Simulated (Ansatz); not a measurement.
Isolated molecules relaxed with PBE0-D4/def2-TZVP in Ansatz; ΔE leaves out vibrations. CCSD(T)/CBS adds triple-zeta CCSD(T) − MP2 to the extrapolated MP2 energy (def2 sets, frozen cores). DFT in def2-TZVPP. For As, Ge, Se outer-core shells are correlated without core-valence functions, which leaves a few kJ/mol of doubt a bond. Scalar relativity is left out up to krypton.

Consider the ligand exchange at the Se–Ge bond: `C[Se][GeH3]` + `[AsH3]` → `C[Se][AsH2]` + GeH₄.

```tsv
level	ΔE (kJ/mol)
revPBE-D4	15.5
r2SCANh-D4	20.4
PBE	16.8
CAM-B3LYP	19.7
```

**Question.** What does CCSD(T)/CBS give? (Estimate.)

**Answer.** Ansatz gave: +21.9 kJ/mol. The listed levels differ from it by -6.4, -1.5, -5.1, -2.2 kJ/mol.

**Question.** What do rigid-rotor, harmonic-oscillator terms from PBE0-D4/def2-TZVP frequencies (298.15 K, 1 bar) make of the CCSD(T)/CBS value? (An estimate is asked.)

**Answer.** Computed: ΔZPE = +0.4 kJ/mol, ΔH = +22.1 kJ/mol, ΔS = -7 J/(mol·K), ΔG = +24.3 kJ/mol.

Largest T1 diagnostic among the species: 0.012.

Leaving LDA and LC-ωPBE aside and taking each functional with its dispersion term where it has one, the values, not all of them listed here, spread over 7.8 kJ/mol, from BLYP-D4 to PBE-QIDH. From BLYP to BHLYP (50 % exact exchange), in def2-TZVPP and without D4, ΔE moves by +5.2 kJ/mol.
